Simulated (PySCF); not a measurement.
Compound: C8H12P2.
Cartesian coordinates in Å at the GFN2-xTB level; atoms count from 1:
```
atom  x, y, z in Å
C1    -1.7179   -0.9909   -0.2349
C2    -0.8467    0.2635   -0.0723
C3    -1.2033    0.9896    1.2332
C4    -1.1720    1.2098   -1.2325
C5     0.6238   -0.1598   -0.0230
C6     0.9936   -1.0153    1.0084
P7     2.5326   -1.7023    1.3980
C8     3.5720   -1.0702    0.1722
P9     3.2183   -0.0171   -1.1464
C10    1.5211    0.2974   -0.9738
H11   -1.6088   -1.6698    0.6063
H12   -2.7661   -0.7095   -0.3090
H13   -1.4401   -1.5254   -1.1412
H14   -0.5794    1.8731    1.3542
H15   -2.2444    1.3044    1.2113
H16   -1.0629    0.3534    2.1026
H17   -2.2288    1.4677   -1.1947
H18   -0.9791    0.7396   -2.1945
H19   -0.6025    2.1343   -1.1630
H20    0.2199   -1.3235    1.7017
H21    4.6088   -1.3859    0.2433
H22    1.1518    0.9562   -1.7475
```

Definitions: NICS(0) = −σiso at the ring centroid; NICS(1) = −σiso and NICS(1)zz = −σzz at ±1 Å along the ring normal z. Level: GIAO PBE0/pcSseg-1 (PySCF, non-relativistic, gas phase) on the GFN2-xTB geometry, one conformer.

Ring bond lengths (Å), with Mayer bond orders in brackets: C5–C6 1.390 (1.38), C6–P7 1.730 (1.36), P7–C8 1.727 (1.30), C8–P9 1.724 (1.33), P9–C10 1.735 (1.32), C10–C5 1.385 (1.49).

Q: Give the NICS values of each ring in ppm.

A: 
```csv
ring,type,NICS(0),"NICS(1), two faces","NICS(1)zz, two faces",rms pucker (Å),"centre to ring atoms, mean (Å)"
C5–C6–P7–C8–P9–C10,6-membered ring with 2 P; formal bonds all aromatic,-6.5,-10.0 / -10.0,-24.3 / -24.3,0.00,1.60
```

Q: What do they say, and how far can they be read as aromaticity?

A: 
- C5–C6–P7–C8–P9–C10: mean NICS(1)zz -24.3 ppm, shielded.

Q: And the bond-length index? HOMA = 1 − mean of α(R − Ropt)² over the ring bonds, with Krygowski's 1993 parameters (CC: Ropt 1.388 Å, α 257.7 Å⁻²; CP: Ropt 1.698 Å, α 118.91 Å⁻²).

A: 
- C5–C6–P7–C8–P9–C10: HOMA 0.92; the largest term is that of P9–C10, α(R − Ropt)² = 0.16.

Q: How shielded are the nuclei of the rings and their hydrogens (means over atoms taken as equivalent)?

A: 
| atoms | environment | σ isotropic (ppm) |
| --- | --- | --- |
| C5 | substituted aromatic carbon | 27.8 |
| C6 (×2) | aromatic CH carbon | 28.5 |
| P7 (×2) | phosphorus bonded to 2 C | 48.6 |
| C8 | aromatic CH carbon | -5.1 |
| H20 (×2) | aromatic hydrogen | 22.29 |
| H21 | aromatic hydrogen | 20.93 |
